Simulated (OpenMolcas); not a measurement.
## Levels of Fe5+ by method

```
Program             : OpenMolcas
Basis               : ANO-RCC-VTZP [6s5p3d2f1g]
Scalar Hamiltonian  : DKH2, point nucleus
Active space        : 3 electrons in 5 orbitals (3d)
State averaging     : 2S+1 = 4 even, 10 roots; 2S+1 = 2 even, 40 roots
Spin-orbit coupling : state interaction with AMFI integrals over the reference wave functions, term energies averaged over their components
```

Methods on the same reference wave functions:
A. CASSCF
B. SS-CASPT2, IPEA 0.25 Eh, imaginary shift 0.1 Eh (closed shells correlated: 3s 3p)
C. MS-CASPT2, IPEA 0.25 Eh, imaginary shift 0.1 Eh (closed shells correlated: 3s 3p)
D. XMS-CASPT2, IPEA 0.25 Eh, imaginary shift 0.1 Eh (closed shells correlated: 3s 3p)

Energies in eV above 3d3 4F 3/2, the measured ground level; measured values from Corliss and Sugar, J. Phys. Chem. Ref. Data 11, 135 (1982).

```json
{"Level": "3d3 4F 3/2", "A": "0.0000", "B": "0.0000", "C": "0.0000", "D": "0.0000", "Measured": "0.0000"}
{"Level": "3d3 4F 5/2", "A": "0.0668", "B": "0.0674", "C": "0.0674", "D": "0.0673", "Measured": "0.0634"}
{"Level": "3d3 4F 7/2", "A": "0.1572", "B": "0.1580", "C": "0.1580", "D": "0.1579", "Measured": "0.1473"}
{"Level": "3d3 4F 9/2", "A": "0.2682", "B": "0.269", "C": "0.269", "D": "0.269", "Measured": "0.2480"}
{"Level": "3d3 4P 1/2", "A": "2.8825", "B": "2.432", "C": "2.430", "D": "2.456", "Measured": "2.3233"}
{"Level": "3d3 4P 3/2", "A": "2.9068", "B": "2.457", "C": "2.453", "D": "2.480", "Measured": "2.3485"}
{"Level": "3d3 2G 7/2", "A": "2.9638", "B": "2.614", "C": "2.614", "D": "2.724", "Measured": "2.5561"}
{"Level": "3d3 4P 5/2", "A": "2.9896", "B": "2.537", "C": "2.537", "D": "2.563", "Measured": "2.4314"}
{"Level": "3d3 2G 9/2", "A": "3.0529", "B": "2.705", "C": "2.706", "D": "2.815", "Measured": "2.6427"}
{"Level": "3d3 2P 1/2", "A": "3.9015", "B": "3.579", "C": "3.398", "D": "3.471", "Measured": "3.2850"}
{"Level": "3d3 2H 9/2", "A": "3.9153", "B": "3.616", "C": "3.664", "D": "3.736", "Measured": "3.5614"}
{"Level": "3d3 2H 11/2", "A": "3.9804", "B": "3.682", "C": "3.731", "D": "3.802", "Measured": "3.6207"}
{"Level": "3d3 2D 5/2(1)", "A": "4.3269", "B": "3.678", "C": "3.678", "D": "3.764", "Measured": "3.5316"}
{"Level": "3d3 2F 7/2", "A": "6.6934", "B": "5.930", "C": "5.930", "D": "6.034", "Measured": "5.7302"}
{"Level": "3d3 2F 5/2", "A": "6.7326", "B": "5.968", "C": "5.968", "D": "6.072", "Measured": "5.7781"}
{"Level": "3d3 2D 5/2(2)", "A": "10.4422", "B": "9.322", "C": "9.323", "D": "9.356", "Measured": "8.8906"}
{"Level": "3d3 2D 3/2(2)", "A": "10.4889", "B": "9.368", "C": "9.368", "D": "9.400", "Measured": "8.9329"}
```

Deviations, from unrounded energies. A percentage is the sum of absolute deviations over the sum of measured energies, with the sign that they share, or ± where signs differ.

```json
{"Against measurement": "mean absolute deviation (cm-1)", "Levels": "16", "A": "4900", "B": "1200", "C": "1100", "D": "1500"}
{"Against measurement": "fine structure of the ground term (%)", "Levels": "3", "A": "+7.3", "B": "+7.7", "C": "+7.7", "D": "+7.7"}
{"Against measurement": "other terms of the ground configuration (%)", "Levels": "13", "A": "+17.3", "B": "+4.1", "C": "+3.9", "D": "+5.5"}
```

B, C lie about equally close to measurement and A furthest from it. The largest miss of C in the table is 3d3 2D 3/2(2), by +3500 cm-1. The ranking rests on the paired levels alone, and a cruder setting can come out closer through cancelling errors.

Among B to D the level of the table that moves most is 3d3 2P 1/2, by 1500 cm-1 (lowest in C, highest in B). Moves below CASPT2's spread within the term are not significant.

The mean deviations of B to D differ by less than CASPT2's widest spread within a term (1500 cm-1), so their order carries little weight.

From A to B the spin-free energies of the other terms of 3d3 shown, above 4F, scale by factors of 0.84 to 0.92, as is usual when dynamic correlation screens the repulsion within a d or f shell.

The lowest spin-free term lies below A's lowest term by 0.296 hartree in B, 0.296 hartree in C, 0.301 hartree in D.

CASPT2 does not keep the components of a term degenerate, so their means are used; among the terms shown or strongly mixed into the levels shown the widest spread is 1500 cm-1 (3d3 4F, D). The CASPT2 spread within a term exceeds the gap to the next term for 3d3 2P and 3d3 2D(1), 3d3 2D(1) and 3d3 2H, so the order of their levels is uncertain, and so are names and mixing where such terms share a J (figures for B; the like holds for D). Without dynamic correlation excited terms often stand tens of per cent too high (terms of higher spin than the ground term too low), and those without a measured partner can miss by more than the paired ones (holds for A). Measured partners are found by configuration, term and J. A level has none where our copy of the source lacks it or the pairing is in doubt (some pairs that miss far off the trend of their configuration count as doubtful), and it then counts in no deviation. Levels of configurations outside the active space are missing. Levels that lie high or do not pair safely by name in every column are left out.

A number in round brackets counts repeated terms of one configuration in the order of the reference energies.
